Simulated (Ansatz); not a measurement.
C2HF3N, charge +1, singlet, at a GFN2-xTB geometry; PBE/STO-3G (Ansatz, a quantum-chemistry and plane-wave program).

Here is a job for Ansatz.
Ansatz 0.2 input:
```yaml
crystal:
  periodic: [false, false, false]
  atoms:
    - {symbol: C, position_ang: [-0.00357870, -0.00388384, -0.43701688]}
    - {symbol: C, position_ang: [0.00895947, 0.00972339, 1.09409525]}
    - {symbol: F, position_ang: [0.00349931, 1.23991186, -0.85620868]}
    - {symbol: F, position_ang: [1.06817651, -0.64032281, -0.84821731]}
    - {symbol: F, position_ang: [-1.09243569, -0.62211898, -0.83068599]}
    - {symbol: N, position_ang: [0.01827385, 0.01983196, 2.23153038]}
    - {symbol: H, position_ang: [0.02663717, 0.02890836, 3.25282500]}
basis:
  gaussian:
    orbitals: STO-3G
hamiltonian:
  xc: pbe
total_charge: 1
```

### Question
What does Ansatz print? Leave out banner, timings and long lists.

### Answer

```
Functional definition: PBE
448 factors; integrals over basis functions are off by at most 3.3e-5 eV
mean field evaluation 1: about -11543.4151 eV, gradient 2.9e1 eV
mean field evaluation 2: about -11515.4017 eV, gradient 1.1e2 eV
mean field evaluation 4: about -11545.8773 eV, gradient 9.6e0 eV
mean field evaluation 8: about -11546.0414 eV, gradient 2.2e-1 eV
mean field evaluation 16: about -11546.0416 eV, gradient 4.6e-5 eV
mean field -11546.04158711 eV, -424.3092021381 hartree, gradient 4.6e-5 eV, S^2 0.000000; 0 other end points of the search recorded, 0 dependent functions left out
reference -11546.04159982 eV, -424.3092026052 hartree; 23, 23 occupied and 8, 8 virtual orbitals, 448 factors
Total energy: -11546.04159982 eV, -424.3092026052 hartree
```
